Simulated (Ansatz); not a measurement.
`CCB(O)Cl`, relaxed with RKS PBE-D4/def2-SVP in Ansatz 0.2.0 from a rough embedded geometry. The force threshold is 0.03 eV/Å; the program also tests the step.

Total charge 0; spin multiplicity 1.

Start:

```xyz
11

C     0.862    1.045   -0.063
C    -0.507    0.547    0.053
B    -0.578   -1.004   -0.227
O    -1.129   -1.951    0.757
Cl   -0.185   -1.676   -1.910
H     1.327    0.874   -1.104
H     0.942    2.117    0.142
H     1.565    0.497    0.625
H    -1.150    1.041   -0.664
H    -0.891    0.732    1.086
H    -0.255   -2.223    1.303
```

```
         step  energy (eV)  largest force (eV/Å)  largest move (Å)
            1  -17400.9139                 3.150             0.000
            2  -17401.2953                 1.678             0.137
            3  -17401.4432                 1.468             0.126
            4  -17401.5649                 0.549             0.138
            5  -17401.7299                 1.553             0.200
 6 (rejected)  -17401.6930                 2.766             0.198
            7  -17401.8475                 0.832             0.099
            8  -17401.9167                 0.926             0.098
            9  -17401.9515                 0.427             0.150
           10  -17401.9750                 0.099             0.200
           11  -17401.9786                 0.085             0.044
           12  -17401.9795                 0.061             0.072
           13  -17401.9796                 0.113             0.039
           14  -17401.9817                 0.053             0.021
15 (rejected)  -17401.9816                 0.204             0.053
           16  -17401.9830                 0.026             0.025
           17  -17401.9845                 0.137             0.098
18 (rejected)  -17401.9845                 0.197             0.059
           19  -17401.9856                 0.072             0.029
           20  -17401.9863                 0.071             0.067
           21  -17401.9866                 0.052             0.040
           22  -17401.9867                 0.025             0.022
```

End:

```xyz
11

C     0.929    1.113   -0.183
C    -0.360    0.373    0.205
B    -0.451   -1.144   -0.236
O    -1.004   -2.137    0.512
Cl    0.156   -1.651   -1.835
H     1.112    1.040   -1.274
H     0.884    2.189    0.084
H     1.815    0.680    0.326
H    -1.231    0.877   -0.278
H    -0.548    0.464    1.300
H    -1.302   -1.804    1.380
```

Hardware: 4 threads of a server CPU on a shared host. Wall time 17 s, peak host memory 0.19 GiB.
